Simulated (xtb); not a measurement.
C$_{2}$H$_{6}$Be, septet, at a GFN2-xTB geometry of the parent state (such geometries of metal compounds can be far from the true shape) (a higher spin typed on purpose: for a closed-shell molecule this is an excited state); xtb with GFN1-xTB.

Here is a job for xtb.
```
$ xtb mol.xyz --gfn 1 --chrg 0 --uhf 6 --json

# file mol.xyz
9

Be    -0.59152127     0.70896578    -0.63342377
C      1.13440018     0.00719197    -0.73541234
H      1.28983073    -0.98387002    -0.33764093
H      1.76816124     0.71259916    -0.21638952
H      1.35999967     0.01622931    -1.79335439
C     -0.94778652    -0.23317114     0.93652144
H     -1.24312704    -1.23319179     0.65224707
H     -1.78917585     0.28924441     1.37214650
H     -0.13928561    -0.28099911     1.65003172
```

Task: Write the output that xtb gives for this input, abridged.

Result: 
```
   ID    Z sym.   atoms
    1    4 Be     1
    2    6 C      2, 6
    3    1 H      3-5, 7-9

           -------------------------------------------------
          |                Calculation Setup                |
           -------------------------------------------------

           -------------------------------------------------
          |                 G F N 1 - x T B                 |
           -------------------------------------------------

          ...................................................
          :                      SETUP                      :
          :.................................................:
          :  # basis functions                  24          :
          :  # atomic orbitals                  24          :
          :  # shells                           18          :
          :  # electrons                        16          :
          :  # halogen bonds                     0          :
          :  max. iterations                   250          :
          :  Hamiltonian                  GFN1-xTB          :
          :  restarted?                      false          :
          :  GBSA solvation                  false          :
          :  PC potential                    false          :
          :  electronic temp.          300.0000000     K    :
          :  accuracy                    1.0000000          :
          :  -> integral cutoff          0.2500000E+02      :
          :  -> integral neglect         0.1000000E-07      :
          :  -> SCF convergence          0.1000000E-05 Eh   :
          :  -> wf. convergence          0.2000000E-04 e    :
          :  Broyden damping             0.4000000          :
          :  net charge                          0          :
          :  unpaired electrons                  6          :
          ...................................................

 iter      E             dE          RMSdq      gap      omega  full diag
   1     -7.4313130 -0.743131E+01  0.917E+00    0.39       0.0  T
   2     -7.5096812 -0.783683E-01  0.467E+00    0.02       1.0  T
   3     -7.3478226  0.161859E+00  0.273E+00    0.85       1.0  T
   4     -7.2972021  0.506204E-01  0.262E+00    1.11       1.0  T
   5     -7.5086461 -0.211444E+00  0.944E-01    0.19       1.0  T
   6     -7.4091261  0.995200E-01  0.155E+00    0.33       1.0  T
   7     -7.4264845 -0.173584E-01  0.145E+00    0.31       1.0  T
   8     -7.5214439 -0.949594E-01  0.490E-01    0.20       1.0  T
   9     -7.5290820 -0.763807E-02  0.253E-01    0.17       1.0  T
  10     -7.5279430  0.113898E-02  0.251E-01    0.16       1.0  T
  11     -7.5303967 -0.245371E-02  0.723E-02    0.12       1.0  T
  12     -7.5302662  0.130509E-03  0.770E-02    0.13       1.0  T
  13     -7.5304826 -0.216387E-03  0.360E-02    0.13       1.0  T
  14     -7.5305368 -0.541542E-04  0.900E-03    0.13       3.7  T
  15     -7.5305361  0.621733E-06  0.552E-03    0.13       6.0  T
  16     -7.5305370 -0.889236E-06  0.363E-03    0.13       9.2  T
  17     -7.5305376 -0.542693E-06  0.162E-03    0.13      20.6  T
  18     -7.5305377 -0.137016E-06  0.190E-04    0.13     175.8  T
  19     -7.5305377 -0.367470E-09  0.428E-05    0.13     779.0  T

   *** convergence criteria satisfied after 19 iterations ***

         :::::::::::::::::::::::::::::::::::::::::::::::::::::
         ::                     SUMMARY                     ::
         :::::::::::::::::::::::::::::::::::::::::::::::::::::
         :: total energy              -7.416019259319 Eh    ::
         :: gradient norm              0.069379793801 Eh/a0 ::
         :: HOMO-LUMO gap              0.133183943399 eV    ::
         ::.................................................::
         :: SCC energy                -7.530537712469 Eh    ::
         :: -> electrostatic           0.009260627277 Eh    ::
         :: repulsion energy           0.116502253518 Eh    ::
         :: dispersion energy         -0.001983800368 Eh    ::
[...]
      -------------------------------------------------------------
         1        2.0000           -0.6434166             -17.5083
         2        2.0000           -0.6365807             -17.3222
         3        2.0000           -0.5448848             -14.8271
         4        2.0000           -0.5401277             -14.6976
         5        1.7900           -0.5307694             -14.4430
         6        1.2100           -0.5282517             -14.3745
         7        1.0000           -0.4631421             -12.6027
         8        1.0000           -0.4138940             -11.2626
         9        1.0000           -0.2739624              -7.4549
        10        1.0000           -0.1744424              -4.7468
        11        0.9293           -0.1363164              -3.7094 (HOMO)
        12        0.0707           -0.1314220              -3.5762 (LUMO)
        13                         -0.0684950              -1.8638
        14                         -0.0636514              -1.7320
        15                         -0.0586306              -1.5954
        16                         -0.0530214              -1.4428
        17                          0.0690532               1.8790
        18                          0.2474882               6.7345
        19                          0.2645694               7.1993
        20                          0.2766288               7.5275
        21                          0.2791789               7.5968
        22                          0.2837725               7.7218
       ...                                ...                  ...
        24                          0.4507313              12.2650
      -------------------------------------------------------------
                  HL-Gap            0.0048944 Eh            0.1332 eV
             Fermi-level           -0.3316899 Eh           -9.0257 eV

  Mulliken/CM5 charges         n(s)   n(p)   n(d)
     1Be   -0.16410 -0.03960   0.689  1.475  0.000
     2C     0.13843 -0.06665   1.176  2.686  0.000
     3H     0.01069  0.05940   0.989  0.000  0.000
     4H    -0.04213  0.00516   1.042  0.000  0.000
     5H    -0.02423  0.02263   1.024  0.000  0.000
     6C     0.13928 -0.06589   1.176  2.685  0.000
     7H    -0.03796  0.00954   1.038  0.000  0.000
     8H    -0.02134  0.02549   1.021  0.000  0.000
     9H     0.00137  0.04991   0.999  0.000  0.000

Wiberg/Mayer (AO) data.
largest (>0.10) Wiberg bond orders for each atom

 ---------------------------------------------------------------------------
     #   Z sym  total        # sym  WBO       # sym  WBO       # sym  WBO
 ---------------------------------------------------------------------------
     1   4 Be   0.941 --     6 C    0.276     2 C    0.275     4 H    0.105
     2   6 C    2.994 --     4 H    0.891     3 H    0.831     5 H    0.785
                             1 Be   0.275     6 C    0.103
     3   1 H    1.094 --     2 C    0.831
     4   1 H    1.183 --     2 C    0.891     1 Be   0.105
     5   1 H    1.203 --     2 C    0.785
     6   6 C    3.002 --     7 H    0.892     9 H    0.846     8 H    0.775
                             1 Be   0.276     2 C    0.103
     7   1 H    1.177 --     6 C    0.892
     8   1 H    1.203 --     6 C    0.775
     9   1 H    1.113 --     6 C    0.846
 ---------------------------------------------------------------------------

Topologies differ in total number of bonds
Writing topology from bond orders to xtbtopo.mol

 dipole moment from electron density (au)
     X       Y       Z
   0.8813  -1.0758   0.9530  total (Debye):    4.285

           -------------------------------------------------
          | TOTAL ENERGY               -7.416019259319 Eh   |
          | GRADIENT NORM               0.069379793801 Eh/α |
          | HOMO-LUMO GAP               0.133183943399 eV   |
           -------------------------------------------------

normal termination of xtb
```
